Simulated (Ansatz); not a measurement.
## Multireference treatment of C6H4O2, singlet

Calculated in Ansatz's Gaussian-basis code. Basis cc-pVDZ, nonrelativistic, 8 orbitals frozen in the corrections. State-specific CASSCF; RHF is the lowest restricted (open-shell) Hartree–Fock solution met. Solutions may break the symmetry of the shape. No proof that the lowest CASSCF solution was found.

Geometry:

```tsv
atom	x (Å)	y (Å)	z (Å)
C	0.0000	0.0000	1.4397
C	0.0000	1.2649	0.6738
C	0.0000	1.2649	-0.6738
C	0.0000	0.0000	-1.4397
C	0.0000	-1.2649	-0.6738
C	0.0000	-1.2649	0.6738
O	0.0000	0.0000	2.6762
O	0.0000	0.0000	-2.6762
H	0.0000	2.1810	1.2584
H	0.0000	2.1810	-1.2584
H	0.0000	-2.1810	-1.2584
H	0.0000	-2.1810	1.2584
```

Task: What do CASSCF and its corrections give against RHF in CAS(8,8), and what are the occupations?

Result: CASSCF -3.475 eV, SC-NEVPT2 -30.523 eV; occupations 1.94, 1.92, 1.91, 1.86, 0.16, 0.09, 0.07, 0.05.

Task: Roughly how much CPU time does a whole run from the default start take (median of such runs, summed over threads; nearly all runs on one pinned thread of a shared server, mostly Xeon at 2.3 to 2.6 GHz, by a development driver)?

Result: CAS(8,8): about 1.8 min. Other jobs ran beside these, and the count of passes differs.
